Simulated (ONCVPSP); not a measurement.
## What one change does to a pseudopotential (fluorine (F), ONCV)

```
Element                 : fluorine (F)
Generator               : ONCVPSP 4.0.1
Type                    : optimised norm-conserving Vanderbilt (ONCV)
Functional              : PBE
Relativity              : non-relativistic
Frozen core             : [He]
Valence charge          : 7
Reference configuration : 2s2 2p3 (charge +2)
Partial waves           : 2s: rc 0.80 bohr, ncon 5, nbas 8, qcut 10.1 1/bohr, 1 projector; 2p: rc 0.80 bohr, ncon 3, nbas 6, qcut 8.3 1/bohr, 2 projectors, debl 2.5 Ha; d scattering state at 0.23 Ha: rc 0.70 bohr, ncon 4, nbas 7, qcut 14.3 1/bohr, 2 projectors, debl 3.5 Ha
Local potential         : polynomial inside 0.65 bohr (lpopt 5, dvloc0 0 Ha)
Core correction         : Teter function fitted to the true core (icmod 2), fcfact 0.35
```

All-electron outer shells of the reference configuration (PBE, non-relativistic, ld1.x):

```csv
shell,level (eV),outermost node (bohr),outermost maximum (bohr)
1s,-709.52,–,0.11
2s,-67.89,0.24,0.73
2p,-49.01,–,0.66
```

Change: p: qcut 12.3.

Cutoffs: the cutoffs (Ha) at which the residual kinetic energy of the hardest occupied pseudo-wave falls to 1 and 0.1 mHa per electron; they do not see the model core or the augmentation charge, which bear on the density cutoff. Errors are all-electron minus pseudo energies relative to the spin-unpolarised reference configuration.

What does the change do?

Of the 4 tests that both files solve, the error grows in 0 and shrinks in 4 by more than 15 % and 0.3 meV (median size 77.1 → 41.4 meV); neither file shows a bound ghost.

```tsv
quantity	base	changed
cutoffs, loose and tight	not determined	67 Ha, 212 Ha
bound ghosts	none	none
GHOST(+) flags under 300 eV	none	none
error for 2s2 2p5, meV [ΔE -57.80 eV]	+85	+41
error for 2s2 2p4, meV [ΔE -38.39 eV]	+39	+19
error for 2s2 2p2, meV [ΔE 60.64 eV]	+69	+42
error for 2s1 2p6, meV [ΔE -39.07 eV]	+180	+80
s: phases at 0.81 bohr within 0.05 rad from the reference energy up to (Ha; the scan ends near 5)	to the end of the scan	to the end of the scan
p: phases at 0.81 bohr within 0.05 rad from the reference energy up to (Ha; the scan ends near 5)	to the end of the scan	to the end of the scan
d: phases at 0.71 bohr within 0.05 rad from the reference energy up to (Ha; the scan ends near 5)	to the end of the scan	to the end of the scan
rms error of d²Exc/dni dnj with the model core, mHa	3.42	3.04
```
